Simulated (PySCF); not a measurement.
## Bonding in [NbO4]3-

Species: [NbO4]3- (charge -3 and singlet state).
Cartesian coordinates in Å at the PBE0-D3(BJ)/def2-SVP level; atoms count from 1:
```xyz
5
NbO4 angstrom
Nb     0.000    0.000    0.000
O      0.015   -0.014    1.867
O      1.755    0.010   -0.636
O     -0.889    1.527   -0.604
O     -0.880   -1.524   -0.626
```

Bond orders from the PBE0/pcSseg-1 (def2-TZVP on Nb) density (PySCF). Whether so highly charged an anion holds all its electrons in the gas phase wasn't checked; a finite basis holds them in any case. No counter-ion or solvent screens the charge of this multiply charged ion. Atoms past krypton carry effective core potentials; spin–orbit coupling is left out. The pcSseg-1 basis has no diffuse functions, a weakness for an anion. The HOMO energy is positive at this level (+8.75 eV), so the outermost electrons may be held by the finite basis alone.

**Question.** Set the Mayer orders of the bonds beside their lengths.

**Answer.** 
```json
{"bond": "Nb1–O2", "length (Å)": "1.867", "Mayer order": "1.629"}
{"bond": "Nb1–O3", "length (Å)": "1.867", "Mayer order": "1.629"}
{"bond": "Nb1–O4", "length (Å)": "1.867", "Mayer order": "1.629"}
{"bond": "Nb1–O5", "length (Å)": "1.867", "Mayer order": "1.629"}
```

**Question.** Sum the orders of all bonds at each heavy atom with more than one neighbour.

**Answer.** Nb1 6.516. Orders between atoms that aren't bonded are not in these sums.

Mayer orders depend on the basis set.

The run behind these numbers computed NMR shieldings as well. On an Arm Neoverse V2 with one thread, no GPU (shared host), this took 5.3 s of wall time.
